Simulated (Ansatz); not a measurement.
Z-matrix (Å, degrees):
```
Si
C 1 1.861
H 1 1.492 2 110.6
H 1 1.491 2 110.1 3 118.3
H 1 1.489 2 113.4 3 -120.9
Al 2 1.950 1 113.3 3 -55.0
H 2 1.096 1 108.2 3 -175.9
H 2 1.095 1 109.2 3 67.3
Cl 6 2.477 2 110.7 1 -127.2
C 6 1.961 2 118.1 1 -75.1
H 6 1.582 2 123.9 1 101.4
H 10 1.087 6 122.0 2 9.9
H 10 1.087 6 122.3 2 163.9
```

Total charge 0; spin multiplicity 1.

**Question.** List the PBE0/def2-TZVPP orbital energies in eV (Ansatz). (Best estimate.)

**Answer.** Computed: Occupied: -2768.14, -1802.30, -1527.49, -279.36, -277.62, -259.93, -198.25, -198.08, -198.04, -144.65, -113.37, -99.30, -99.30, -99.29, -73.49, -73.31, -73.28, -24.29, -19.28, -18.61, -14.45, -12.82, -12.74, -11.68, -11.38, -10.33, -9.42, -9.32, -9.28, -9.17, -8.01, -7.92. Lowest empty: -0.68, 0.06, 0.47, 1.15, 1.44, 1.56, 1.92, 2.08.
